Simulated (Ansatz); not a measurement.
Method: frozen-core CCSD(T)/def2-TZVPP // B3LYP-D3(BJ)/def2-TZVP (Ansatz, a program for electronic structure).

Ansatz 0.2 input:
```yaml
crystal:
  periodic: [false, false, false]
  atoms:
    - { symbol: F, position_ang: [-0.875597, -1.003076, -0.028895] }
    - { symbol: C, position_ang: [-0.145676, 0.035864, 0.334488] }
    - { symbol: F, position_ang: [-0.685684, 1.152528, -0.119251] }
    - { symbol: Br, position_ang: [1.723449, -0.14437, -0.054229] }
basis:
  gaussian: { orbitals: def2-TZVPP }
correlation:
  method: ccsd_t
magnetization:
  spin_polarized: true
  initial_magnetization: 1
```

Output:

```
Functional definition: HF
961 factors; integrals over basis functions are off by at most 4.7e-4 eV
mean field evaluation 1: about -76439.3684 eV, gradient 2.4e1 eV
mean field evaluation 2: about -76439.3750 eV, gradient 2.4e1 eV
mean field evaluation 4: about -76442.1294 eV, gradient 3.1e0 eV
mean field evaluation 8: about -76442.3105 eV, gradient 1.9e-1 eV
mean field evaluation 16: about -76442.1226 eV, gradient 3.1e0 eV
mean field -76442.31163809 eV, -2809.2031382399 hartree, gradient 7.5e-6 eV, S^2 0.760189; 0 other end points of the search recorded, 0 dependent functions left out
12 core orbitals not correlated
reference -76442.31163809 eV, -2809.2031382399 hartree; 18, 17 occupied and 111, 112 virtual orbitals, 961 factors
second order -24.54301891 eV of doubles, -0.00000000 eV of singles
cycle   1  -24.15628670 eV  change    3.9e-1 eV  update   1.0e-1
cycle   2  -24.69252983 eV  change   -5.4e-1 eV  update   3.1e-2
cycle   3  -24.81595243 eV  change   -1.2e-1 eV  update   1.8e-2
cycle   4  -24.80140195 eV  change    1.5e-2 eV  update   6.2e-3
cycle   5  -24.79946516 eV  change    1.9e-3 eV  update   3.2e-3
cycle   6  -24.80169473 eV  change   -2.2e-3 eV  update   1.3e-3
cycle   7  -24.80162690 eV  change    6.8e-5 eV  update   6.3e-4
cycle   8  -24.80158364 eV  change    4.3e-5 eV  update   3.0e-4
cycle   9  -24.80168161 eV  change   -9.8e-5 eV  update   1.3e-4
cycle  10  -24.80158320 eV  change    9.8e-5 eV  update   5.1e-5
cycle  11  -24.80162750 eV  change   -4.4e-5 eV  update   2.5e-5
cycle  12  -24.80163368 eV  change   -6.2e-6 eV  update   9.7e-6
perturbative correction -0.85693298 eV, -0.0314917061 hartree
Total energy: -76467.97020475 eV, -2810.1460731728 hartree
```

Cost: roughly 90 core-seconds.
